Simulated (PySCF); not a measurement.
MgClBr, SMILES [Cl][Mg][Br]. Atoms are numbered in the order given.

```xyz
3

Mg     0.0000     0.0000    -0.6938
Cl     0.0000     0.0000    -2.8703
Br     0.0000     0.0000     1.6320
```
Charge 0, spin multiplicity 1.

Geometry: B3LYP-D3(BJ)/def2-TZVP.

These are C-PCM-PBE0/def2-SVP in PySCF values and carry that method's errors.

The values are the electrostatic part of the solvation free energy, E(continuum) − E(gas) at the gas-phase geometry, in a cavity of scaled van der Waals radii (PySCF's table); cavitation and dispersion terms are not included. A continuum can't describe solvent molecules that bind to the metal. In vacuum the orbital gap is 6.68 eV. The dipole moment in vacuum is 0.17 D.

Problem. Estimate the values in water (ε = 78.36), n-hexane (ε = 1.88), ethanol (ε = 24.85). (Estimate from the structure and the level; the computed values follow.)

Solution. 
```json
[
 {"solvent": "water", "ε": "78.36", "ΔG(elec) (kcal/mol)": "-15.2", "dipole (D)": "0.08", "gap (eV)": "7.33"},
 {"solvent": "n-hexane", "ε": "1.88", "ΔG(elec) (kcal/mol)": "-6.5", "dipole (D)": "0.08", "gap (eV)": "6.96"},
 {"solvent": "ethanol", "ε": "24.85", "ΔG(elec) (kcal/mol)": "-14.7", "dipole (D)": "0.07", "gap (eV)": "7.31"}
]
```
